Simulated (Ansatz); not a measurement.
`OC[SiH2][SiH3]` + `[OH][SnH3]` → `[SiH3][SiH2][O][SnH3]` + CH₃OH  (ligand exchange at the Si–C bond)

Isolated molecules relaxed with PBE0-D4/def2-TZVP in Ansatz; ΔE leaves out vibrations. CCSD(T)/CBS adds triple-zeta CCSD(T) − MP2 to the extrapolated MP2 energy (def2 sets, frozen cores). This one scheme is used for every species. Functionals use def2-TZVPP. B3LYP here is the variant with VWN-RPA as its local correlation; programs differ in this. def2 core potentials past Kr. For Sn outer-core shells are correlated without core-valence functions, which leaves a few kJ/mol of doubt a bond. One conformer a species, not always the lowest.

`OC[SiH2][SiH3]`:

Cartesian coordinates in Å:
```
O 2.125 -0.859 1.426
C 0.929 -0.134 1.182
Si 0.151 -0.541 -0.501
Si -1.749 0.761 -0.924
H 2.751 -0.660 0.725
H 0.233 -0.413 1.977
H 1.086 0.950 1.277
H -0.192 -1.988 -0.565
H 1.178 -0.272 -1.552
H -2.319 0.438 -2.259
H -1.402 2.208 -0.894
H -2.790 0.509 0.110
```

`[OH][SnH3]`:

Cartesian coordinates in Å:
```
O -0.950 -0.869 -0.772
Sn 0.185 0.250 0.385
H -0.608 -0.960 -1.664
H 0.291 1.810 -0.306
H 1.730 -0.473 0.492
H -0.648 0.243 1.865
```

`[SiH3][SiH2][O][SnH3]`:

Z-matrix (Å, degrees):
```
Si
Si 1 2.342
H 1 1.489 2 111.0
H 1 1.489 2 111.0 3 -120.6
H 1 1.490 2 109.8 3 119.7
O 2 1.632 1 109.1 3 60.3
H 2 1.496 1 109.6 3 -61.7
H 2 1.496 1 109.6 3 -177.7
Sn 6 1.965 2 135.8 1 180.0
H 9 1.699 6 103.8 2 -179.8
H 9 1.704 6 106.6 2 60.4
H 9 1.704 6 106.6 2 -60.0
```

CH₃OH:

Z-matrix (Å, degrees):
```
C
O 1 1.409
H 1 1.097 2 112.4
H 1 1.090 2 107.0 3 -118.5
H 1 1.097 2 112.4 3 123.0
H 2 0.959 1 108.5 3 -61.6
```

```csv
level,ΔE (kJ/mol),difference from CCSD(T)/CBS
r2SCAN-D4,-114.9,7.2
PBE0-D4,-110.3,11.8
B3LYP-D4,-121.3,0.8
B2PLYP,-122.9,-0.8
B3LYP,-119.5,2.6
HF/def2-TZVPP,-145.4,-23.3
MP2/def2-TZVPP,-124.1,-2.0
CCSD/def2-TZVPP,-124.9,-2.8
SCS-MP2/def2-QZVPP,-129.0,-6.9
HF/CBS(def2),-147.7,-25.6
CCSD(T)/CBS,-122.1,0
```

Largest T1 diagnostic among the species: 0.014.

From PBE to PBE0 (25 % exact exchange), in def2-TZVPP and without D4, ΔE moves by −9.0 kJ/mol. In def2-TZVPP, CCSD(T) changes the Hartree–Fock value by +23.9 kJ/mol (the triples alone add +3.4 kJ/mol) and MP2 by +21.3 kJ/mol.
